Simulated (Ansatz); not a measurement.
The cluster CuH₂, relaxed as a doublet with UKS PBE-D4/def2-TZVP in Ansatz, starting from the GFN2-xTB geometry. Force threshold 0.02 eV/Å.

The structure comes from a short search, and lower isomers may exist.

Start:

Cartesian coordinates in Å:
```
Cu -0.0005 0.0000 -0.0001
H 0.5282 0.9745 -1.2207
H -0.5277 -0.9745 1.2208
```

```
step  energy (eV)  largest force component (eV/Å)  SCF passes
   1  -44664.1022                           0.886          68
   2  -44664.1750                           0.447          40
   3  -44664.1897                           0.155          40
   4  -44664.1922                           0.074          38
   5  -44664.2285                           0.567          66
   6  -44664.4641                           0.796          44
   7  -44664.5767                           0.782          36
   8  -44664.6699                           0.459          30
   9  -44664.7153                           0.139          32
  10  -44664.7171                           0.019          29
```

Force components are those of the run's own axes.

End:

```
atom   x (Å)   y (Å)   z (Å)
 Cu1  -0.452   0.018  -0.147
  H2   0.591   0.793  -0.950
  H3  -0.139  -0.811   1.097
```

By distances, no bond broke or formed. The bond that changes most is Cu1–H3, from 1.65 to 1.53 Å (atoms count from 1).

No frequencies were taken in this run, so the end may be a saddle point.

It took 3.1 s on 4 threads of Intel Xeon 6975P-C on a shared host.
